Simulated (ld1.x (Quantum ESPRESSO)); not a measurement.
# What the settings do to the PAW potential of S (Z = 16)

Base potential:

S, PAW, made with ld1.x (Quantum ESPRESSO) 7.5 (LDA (PZ), scalar-relativistic). Core [Ne], reference 3s1 3p5. Waves: 3s (bound): rcut 1.00, rcutus 1.35 bohr; 3s channel at -0.9 Ry: rcut 1.00, rcutus 1.35 bohr; 3p (bound): rcut 1.30, rcutus 1.70 bohr; 3p channel at -0.2 Ry: rcut 1.30, rcutus 1.70 bohr; 3d channel at 0.45 Ry: rcut 1.05, rcutus 1.35 bohr. Local part: all-electron potential smoothed inside 1.10 bohr (lloc = -1). Core correction: Bessel-smoothed model core, default radius (core density twice the valence density). Augmentation charge: PSQ, inside the norm-conserving radii.

All-electron outer shells of the reference configuration (LDA (PZ), scalar-relativistic, ld1.x):

```csv
shell,level (eV),outermost node (bohr),outermost maximum (bohr)
2s,-212.18,0.13,0.39
2p,-157.88,–,0.33
3s,-17.96,0.60,1.40
3p,-7.65,0.58,1.59
```

Cutoffs, loose and tight: the cutoffs (Ry, on a coarse ladder) from which the occupation-weighted sum of valence levels, in a spherical-Bessel basis at the reference potential, stays within 10 and 1 mRy of its value at 400 Ry. They do not see the model core or the augmentation charge, which bear on the density cutoff. Test errors are all-electron minus pseudo excitation energies from the reference, over the configurations 3s2 3p4; 3s2 3p3; 3s2 3p2; 3s1 3p4; 3s2 3p4.3; 3s2 3p1; 3s2 3p0 (two spin-polarised tests are not counted in the largest error). A dash means not determined; rows that change the core or the reference have their own tests.

A true bound ghost makes a file unfit for plane-wave use even where its test errors are small: the radial tests pick states by their node count and pass the ghost by.

The default core radius of the base comes out at 0.88 bohr.

| change | outcome | cutoff, loose | cutoff, tight | bound ghosts | largest test error (meV) |
| --- | --- | --- | --- | --- | --- |
| base | generated | 21 Ry | 30 Ry | none | -112 |
| core correction a·sin(br)/r model core, default radius (ld1.x builds one for every PAW set, though the input has nlcc=.false.) | generated | 21 Ry | 30 Ry | none | -109 |
| local potential all-electron potential smoothed inside 1.30 bohr (lloc = -1) | generated | 21 Ry | 30 Ry | none | -112 |
| functional PBEsol; added wave 3d channel at 2.75 Ry: rcut 1.05, rcutus 1.35 bohr | generated | 21 Ry | 30 Ry | none | -100 |

(1) What comes out with this change to the base: type TM; waves now 3s (bound): rc 1.35 bohr; 3p (bound): rc 1.70 bohr; 3d channel at 0.45 Ry: rc 1.35 bohr; local potential all-electron potential smoothed inside 1.65 bohr (lloc = -1)?

(2) What comes out with this change to the base: reference 3s2 3p3; added wave 3d channel at 2.2 Ry: rcut 1.05, rcutus 1.35 bohr?

(3) What comes out with this change to the base: local potential all-electron potential smoothed inside 0.62 bohr (lloc = -1)?

Answers

(1) outcome: generated; cutoff, loose: 25 Ry; cutoff, tight: 55 Ry; bound ghosts: none; largest test error (meV): +222.

(2) outcome: generated; cutoff, loose: 21 Ry; cutoff, tight: 35 Ry; bound ghosts: none; largest test error (meV): -100.

(3) outcome: generated; cutoff, loose: 21 Ry; cutoff, tight: 30 Ry; bound ghosts: s; largest test error (meV): -114.
